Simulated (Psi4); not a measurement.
cyclobutane (C4H8), singlet, geometry from GFN2-xTB. Base run: B3LYP/STO-3G (Psi4).

Here is a job for Psi4.
```
memory 2 GB

molecule mol {
0 1
  C    -0.006133    1.082956    0.058537
  C     0.006858   -1.082210    0.070938
  C    -1.082946   -0.006834   -0.058640
  C     1.082221    0.006088   -0.070834
  H    -0.015054    1.842315   -0.720769
  H    -0.003624    1.577299    1.027915
  H     0.007103   -1.850498   -0.699618
  H     0.015232   -1.565351    1.045915
  H    -1.842432   -0.006927    0.720592
  H    -1.577131   -0.015351   -1.028065
  H     1.850383    0.015110    0.699794
  H     1.565522    0.003404   -1.045765
}

set basis sto-3g
set reference rks

energy('b3lyp')
print_variables()
```

Each row names what was changed in the base input (with any setting that the change needs).

```tsv
change	ΔE vs base (eV)	point group used	SCF cycles
base	0.00	c1	5
jitter_ang = 0.002	0.00	c1	6
molecule keys = symmetry c1, no_reorient, no_com	0.00	c1	5
molecule keys = symmetry c1	0.00	c1	5
molecule keys = no_reorient	0.00	c1	5
```
